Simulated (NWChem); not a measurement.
# TlCl; SMILES [Cl][Tl]

```xyz
2

Tl     0.0000     0.0000    -0.4220
Cl     0.0000     0.0000     2.1145
```
Atoms are numbered in this order, from 1.

Geometry: optimised at PBE-D3(BJ)/def2-SVP. B3LYP is NWChem's, with the RPA form of VWN correlation. def2 effective core potentials on Tl; no spin-orbit coupling.

Question: List the 4 lowest vertical singlet excitations and the 4 lowest triplet ones from B3LYP/def2-SVP with def2 effective core potentials on Tl, TDA (NWChem).

Answer: 
```csv
state,energy (eV),oscillator strength,leading excitation (squared amplitude)
S1,4.26,0.000,HOMO−2 → LUMO (0.50)
S2,4.31,0.037,HOMO → LUMO (0.99)
S3,4.31,0.037,HOMO → LUMO+1 (0.99)
S4,4.34,0.000,HOMO−2 → LUMO+1 (0.45)
T1,3.77,spin-forbidden,HOMO → LUMO (0.99)
T2,3.77,spin-forbidden,HOMO → LUMO+1 (0.99)
T3,4.05,spin-forbidden,HOMO−2 → LUMO+1 (0.50)
T4,4.14,spin-forbidden,HOMO−2 → LUMO (0.45)
```
